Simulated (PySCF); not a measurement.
Vertical excitations of a molecule C5H7F from TDDFT-PBE/def2-SVPD run with PySCF, as energy in eV (oscillator strength): 5.63 (0.003), 6.19 (0.003), 6.28 (0.009), 6.87 (0.307), 7.24 (0.010), 7.33 (0.047), 7.40 (0.003), 8.01 (0.001), 8.09 (0.002), 8.11 (0.001). Lowest triplet (TDA): 4.47 eV. Geometry: PBE0-D3(BJ)/def2-SVP. Other conformers were not sampled.

Problem. Identify the compound among the candidates.
A) FC=C1CCC1
B) CC1=C[C@@H](F)C1
C) CC(C)=C=CF
D) CC1=C(F)CC1

Solution. D, CC1=C(F)CC1
